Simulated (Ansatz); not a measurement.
Cost and result for the atomization energy of C$_{5}$H$_{12}$O$_{2}$S (`CCCCS(C)(=O)=O`) (20 atoms, 19 bonds).

```xyz
20

C     2.015    1.306    0.712
C     0.633    1.269    1.342
C     0.038   -0.130    1.457
C    -0.087   -0.910    0.155
S    -1.220   -0.139   -0.987
C    -1.504   -1.402   -2.197
O    -2.460    0.100   -0.296
O    -0.551    0.950   -1.649
H     2.707    0.632    1.226
H     1.981    1.026   -0.343
H     2.436    2.312    0.761
H     0.679    1.689    2.352
H    -0.044    1.911    0.773
H     0.661   -0.735    2.125
H    -0.952   -0.072    1.918
H    -0.488   -1.908    0.349
H     0.866   -1.008   -0.369
H    -2.157   -0.950   -2.943
H    -0.557   -1.687   -2.655
H    -1.997   -2.254   -1.731
```

Total charge 0; spin multiplicity 1. All single points use the PBE0-D4/def2-TZVP geometry. It is one conformer, not always the lowest. Program: Ansatz. All runs use 2 threads of an AMD EPYC 7R13 on a shared host and a share of an NVIDIA H100 80 GB. Times are those of one run each, without the atoms' runs, and a repeat can differ threefold. Electronic energies, without spin–orbit coupling; frozen cores. CCSD(T)/CBS adds CCSD(T) − MP2 in def2-TZVPP to the MP2 limit, and its time is that of the two runs behind it. T1 = 0.013. HSE06 is the plane-wave form, built on full-range PBE exchange.

CCSD(T)/CBS is a level of theory with its own doubt, some kJ/mol a heavy atom from the limit and from the frozen cores, so smaller differences don't rank the functionals.

```json
{"level": "CCSD(T)/def2-SVP", "functions": "176", "wall time": "2.7 s", "atomization (kJ/mol)": "7222.2", "difference from CCSD(T)/CBS": "-537.7", "per bond": "-28.3"}
{"level": "LDA (SPW92)/def2-TZVPP", "functions": "427", "wall time": "3.3 s", "atomization (kJ/mol)": "8964.5", "difference from CCSD(T)/CBS": "1204.6", "per bond": "63.4"}
{"level": "BLYP-D4/def2-TZVPP", "functions": "427", "wall time": "3.4 s", "atomization (kJ/mol)": "7729.5", "difference from CCSD(T)/CBS": "-30.4", "per bond": "-1.6"}
{"level": "r2SCAN-D4/def2-TZVPP (with forces)", "functions": "427", "wall time": "4 s", "atomization (kJ/mol)": "7798.6", "difference from CCSD(T)/CBS": "38.7", "per bond": "2.0"}
{"level": "BHLYP-D4/def2-TZVPP", "functions": "427", "wall time": "4.2 s", "atomization (kJ/mol)": "7498.2", "difference from CCSD(T)/CBS": "-261.7", "per bond": "-13.8"}
{"level": "CAM-B3LYP-D4/def2-TZVPP", "functions": "427", "wall time": "4.2 s", "atomization (kJ/mol)": "7773.6", "difference from CCSD(T)/CBS": "13.7", "per bond": "0.7"}
{"level": "HSE06-D4/def2-TZVPP", "functions": "427", "wall time": "4.5 s", "atomization (kJ/mol)": "7806.8", "difference from CCSD(T)/CBS": "46.9", "per bond": "2.5"}
{"level": "r2SCANh-D4/def2-TZVPP", "functions": "427", "wall time": "4.7 s", "atomization (kJ/mol)": "7748.4", "difference from CCSD(T)/CBS": "-11.5", "per bond": "-0.6"}
{"level": "B97M-V/def2-TZVPP", "functions": "427", "wall time": "6 s", "atomization (kJ/mol)": "7777.2", "difference from CCSD(T)/CBS": "17.3", "per bond": "0.9"}
{"level": "ωB97X-V/def2-TZVPP", "functions": "427", "wall time": "7 s", "atomization (kJ/mol)": "7768.8", "difference from CCSD(T)/CBS": "8.9", "per bond": "0.5"}
{"level": "MP2/def2-QZVPP", "functions": "829", "wall time": "11 s", "atomization (kJ/mol)": "7823.0", "difference from CCSD(T)/CBS": "63.1", "per bond": "3.3"}
{"level": "CCSD(T)/def2-TZVPP", "functions": "427", "wall time": "24 s", "atomization (kJ/mol)": "7549.9", "difference from CCSD(T)/CBS": "-210.0", "per bond": "-11.0"}
{"level": "CCSD(T)/CBS(def2)", "functions": "–", "wall time": "35 s", "atomization (kJ/mol)": "7759.9", "difference from CCSD(T)/CBS": "0.0", "per bond": "0.0"}
```

At CCSD(T), def2-SVP lies −537.6 kJ/mol from the extrapolated value and def2-TZVPP −209.9 kJ/mol: correlation converges slowly with the basis, and small sets miss more of it in the bonded molecule than in its fragments. The D4 term adds +80.2 kJ/mol with B3LYP and +43.1 kJ/mol with PBE0; it sums over pairs of atoms, weighted by their polarisabilities, and B3LYP, whose exchange is more repulsive, gets the larger term. Leaving LDA and LC-ωPBE aside and taking each functional with its dispersion term where it has one, the values, not all of them listed here, spread over 450.9 kJ/mol, from BHLYP-D4 to PBE-D4. LDA lies +1066.0 kJ/mol from PBE without D4, its usual overbinding.

B3LYP here is the variant with VWN-RPA as its local correlation; programs differ in this.
